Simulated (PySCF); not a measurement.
## State search for AlIn

Unrestricted PBE0; PySCF, scalar-relativistic core potentials, basis sets Al cc-pV(D+d)Z, In cc-pVDZ-PP with ECP28. Outer shells of the fragments: Al 3s2 3p1; In 4d10 5s2 5p1.

Followed along the bond (rough minima from three points):

```
2Ms+1  unpaired  ⟨S²⟩ at the start  R at minimum (Å)  Te (eV)
    3  σ ↑, π ↑               2.01              2.90     0.00
    3      π ↑↑               2.01              2.64     0.13
    1  σ ↓, π ↑               1.02              2.89     0.14
    1      π ↑↓               1.01              2.65     0.29
    1      none               0.00              2.69     0.83
```

Solutions found at the starting distance of 2.585 Å, counted from the lowest of them; the search is not exhaustive and high or unbound solutions are not listed, so other states can lie among these:

```csv
2Ms+1,unpaired,term,E (eV),⟨S²⟩,⟨Lz²⟩,μ (D)
3,π ↑↑,³Σ⁻,0.00,2.01,0.00,0.55
3,"σ ↑, π ↑",³Π,0.08,2.01,1.01,0.35
1,π ↑↓,mixed,0.17,1.01,2.02,0.55
1,"σ ↓, π ↑",mixed,0.21,1.02,1.00,0.34
1,none,mixed,0.72,0.00,2.00,0.41
3,π ↑↑,mixed,1.99,2.01,2.01,-0.05
3,"σ ↑↑, π ↑↓",mixed,2.64,3.01,2.01,0.37
1,"σ ↓↓, π ↑↑",mixed,2.98,2.01,0.00,0.27
3,"σ ↑, π ↑",³Π,3.38,2.23,1.02,0.73
1,"σ ↓, π ↑",mixed,3.77,1.17,1.04,0.43
```

A term symbol is given only where ⟨S²⟩ and ⟨Lz²⟩ are close to those of a pure state; real π, δ and φ orbitals otherwise mix terms. A positive dipole means Al(−)In(+).

Question: Compare the gap between the two lowest followed solutions at the starting distance with the gap between their minima.

Answer: At PBE0 the second solution (triplet, unpaired electrons π ↑↑) lies -0.08 eV from the first (triplet, unpaired electrons σ ↑, π ↑) at 2.585 Å and +0.13 eV at the minima; the two curves relax by different amounts, since their minima lie near 2.64 and 2.90 Å.

Spin–orbit coupling is left out. Counting both spins, an empty level lies below a filled one in some of these solutions, because spin and occupation are held.
